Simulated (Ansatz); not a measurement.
Two isomers of C2H9BOSi: A = `B[SiH2]OCC`, B = `BC([SiH3])OC`.

Computed with Ansatz on PBE0-D4/def2-TZVP structures; ΔE is electronic, products minus reactants. CCSD(T)/CBS is the MP2 limit (def2-TZVPP, def2-QZVPP) plus CCSD(T) − MP2 in def2-TZVPP, frozen cores. Functionals use def2-TZVPP. B3LYP here is the variant with VWN-RPA as its local correlation; programs differ in this. Each species was taken in one conformer, which may not be the lowest.

A:

```xyz
14

B     1.5140    1.1196    1.8771
Si    0.6914    1.5495    0.0988
O     0.1733    0.2586   -0.7876
C    -0.8198   -0.6276   -0.3123
C    -0.9690   -1.7770   -1.2771
H     1.5077    0.0340    2.3802
H     2.0324    2.0022    2.4993
H     1.6630    2.2625   -0.7724
H    -0.4533    2.4771    0.3834
H    -1.7743   -0.0931   -0.2074
H    -0.5461   -1.0034    0.6838
H    -1.2513   -1.4103   -2.2660
H    -1.7399   -2.4691   -0.9298
H    -0.0281   -2.3231   -1.3698
```

B:

```xyz
14

B     1.595    0.870    0.659
C     0.332    0.042    0.561
Si   -0.352    1.314   -0.788
O     0.420   -1.258    0.057
C    -0.798   -1.955    0.062
H     2.604    0.550    0.107
H     1.509    1.930    1.214
H    -0.388    0.137    1.385
H    -1.082    0.502   -1.792
H     0.759    2.019   -1.485
H    -1.247    2.315   -0.160
H    -1.549   -1.471   -0.575
H    -0.600   -2.955   -0.323
H    -1.204   -2.039    1.079
```

Which is lower in electronic energy at CCSD(T)/CBS, and by how much? (Estimate.)

The calculation gave: A, by 28.0 kcal/mol.

Give E(B) − E(A) in kcal/mol with MP2/def2-TZVPP, CCSD/def2-TZVPP, r2SCAN-D4, PBE-D4, B3LYP, HF/def2-TZVPP, PBE0-D4. (An estimate is asked.)

The calculation gave: MP2/def2-TZVPP 27.6, CCSD/def2-TZVPP 29.4, r2SCAN-D4 24.8, PBE-D4 21.6, B3LYP 27.6, HF/def2-TZVPP 35.9, PBE0-D4 24.5. None reverses the order clearly.

Largest T1 diagnostic: 0.013.

In def2-TZVPP, CCSD(T) changes the Hartree–Fock value by −8.3 kcal/mol (the triples alone add −1.8 kcal/mol) and MP2 by −8.3 kcal/mol. The D4 term adds −1.2 kcal/mol with B3LYP and −0.6 kcal/mol with PBE0; it sums over pairs of atoms, weighted by their polarisabilities, and B3LYP, whose exchange is more repulsive, gets the larger term.
